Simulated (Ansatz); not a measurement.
Reaction (ligand exchange at a Ge–C bond): `F[CH]([SiH3])[GeH3]` + `NC#CO` → `NC#C[O][GeH3]` + `FC[SiH3]`

Program: Ansatz. Geometries: PBE0-D4/def2-TZVP. ΔE: electronic, gas phase. CCSD(T)/CBS adds triple-zeta CCSD(T) − MP2 to the extrapolated MP2 energy (def2 sets, frozen cores). DFT in def2-TZVPP. B3LYP here is the variant with VWN-RPA as its local correlation; programs differ in this. For Ge outer-core shells are correlated without core-valence functions, which leaves a few kJ/mol of doubt a bond. Scalar relativity is left out up to krypton. Each species was taken in one conformer, which may not be the lowest.

`F[CH]([SiH3])[GeH3]`:

```xyz
11

F    -0.617   -1.010    1.563
C     0.022   -0.694    0.354
Si   -1.281   -0.338   -0.969
Ge    1.281    0.799    0.682
H     0.615   -1.568    0.059
H    -2.065    0.865   -0.592
H    -0.565   -0.083   -2.248
H    -2.193   -1.499   -1.128
H     2.230    0.412    1.825
H     0.491    2.061    1.059
H     2.084    1.054   -0.604
```

`NC#CO`:

```xyz
7

N    -0.143    1.430    0.679
C    -0.003    0.233    0.069
C     0.081   -0.870   -0.396
O     0.236   -2.013   -1.021
H     0.723    1.879    0.935
H    -0.772    2.069    0.218
H    -0.122   -2.728   -0.484
```

`NC#C[O][GeH3]`:

Cartesian coordinates in Å:
```
N -1.634 2.221 0.175
C -0.703 1.259 0.383
C 0.147 0.448 0.641
O 1.070 -0.421 0.934
Ge 1.259 -1.804 -0.229
H -2.589 1.898 0.223
H -1.480 2.782 -0.649
H -0.079 -2.552 -0.264
H 1.615 -1.203 -1.594
H 2.395 -2.629 0.380
```

`FC[SiH3]`:

Z-matrix (Å, degrees):
```
C
Si 1 1.895
F 1 1.391 2 110.4
H 1 1.095 2 111.2 3 120.0
H 1 1.095 2 111.2 3 -120.0
H 2 1.484 1 110.0 3 60.5
H 2 1.484 1 110.0 3 -60.5
H 2 1.488 1 107.8 3 180.0
```

```json
{"level": "B3LYP-D4", "ΔE (eV)": "-0.58"}
{"level": "HF/def2-TZVPP", "ΔE (eV)": "-0.78"}
{"level": "SCS-MP2/def2-TZVPP", "ΔE (eV)": "-0.65"}
{"level": "MP2/def2-QZVPP", "ΔE (eV)": "-0.58"}
```

(1) What does CCSD(T)/CBS give? (Estimate.)

Largest T1 diagnostic among the species: 0.013.

Results:

(1) Ansatz gave: -0.53 eV. The listed levels differ from it by -0.05, -0.25, -0.12, -0.05 eV.

In def2-TZVPP, CCSD(T) changes the Hartree–Fock value by +0.21 eV (the triples alone add +0.02 eV) and MP2 by +0.18 eV. The D4 term adds +0.04 eV with B3LYP and +0.02 eV with PBE0; it sums over pairs of atoms, weighted by their polarisabilities, and B3LYP, whose exchange is more repulsive, gets the larger term.
